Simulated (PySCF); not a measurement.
C3H6GeO, SMILES [CH3][Ge@H]1[CH]=C[O]1.

Geometry: B3LYP-D3(BJ)/def2-SVP. The structure was generated by enumeration; whether it is a known compound was not checked.

Calculation: B3LYP-D3(BJ)/def2-SVP run with PySCF.

Frequencies are harmonic and unscaled.

```tsv
mode	ν (cm⁻¹)	IR (km/mol)	moving atoms (share of kinetic energy)
1	109	0.0	H 93 %
2	138	0.1	C 50 %, H 29 %, Ge 19 %
3	168	1.4	C 38 %, H 27 %, O 25 %, Ge 11 %
4	393	44.9	C 45 %, H 33 %, O 18 %
5	468	28.8	O 44 %, Ge 27 %, C 24 %
6	535	16.6	C 50 %, O 24 %, Ge 13 %, H 12 %
7	606	25.5	H 47 %, C 36 %, Ge 15 %
8	615	12.5	H 64 %, C 25 %
9	683	98.6	H 85 %, C 10 %
10	695	17.4	H 82 %, C 11 %
11	775	8.8	H 79 %, C 19 %
12	852	55.8	H 50 %, C 33 %, O 15 %
13	863	32.1	H 64 %, C 27 %
14	962	7.8	H 66 %, C 33 %
15	1025	32.4	H 56 %, C 25 %, O 18 %
16	1147	112.9	H 39 %, C 31 %, O 30 %
17	1254	6.5	H 80 %, C 20 %
18	1284	5.1	H 56 %, C 40 %
19	1429	2.6	H 96 %
20	1431	5.1	H 95 %
21	1572	81.5	C 87 %, H 12 %
22	2119	148.6	H 99 %
23	3041	2.6	H 97 %
24	3137	23.3	H 91 %, C 9 %
25	3137	8.9	H 91 %, C 9 %
26	3157	1.2	H 90 %, C 10 %
27	3265	2.0	H 91 %, C 9 %
```
